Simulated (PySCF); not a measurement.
## Electron correlation in Zr (zirconium, neutral)

[Kr] 4d2 5s2, high-spin 3F determinant. All numbers are calculated (PySCF 2.14, the spin-free X2C one-electron Hamiltonian (Gaussian nucleus), in x2c-TZVPall). Frozen: [Kr]; 4 electrons correlated.

MP2 pair energies summed by pair of shells (mhartree):

| pair | energy | share (%) |
| --- | --- | --- |
| 5s-5s | -18.12 | 46.9 |
| 4d-5s | -17.40 | 45.0 |
| 4d-4d | -3.11 | 8.1 |

Total MP2 correlation energy: -38.63 mhartree.

Same-spin part -9.35 and opposite-spin part -29.28 mhartree; SCS-MP2 scales them by 1/3 and 6/5 to -38.25 mhartree.
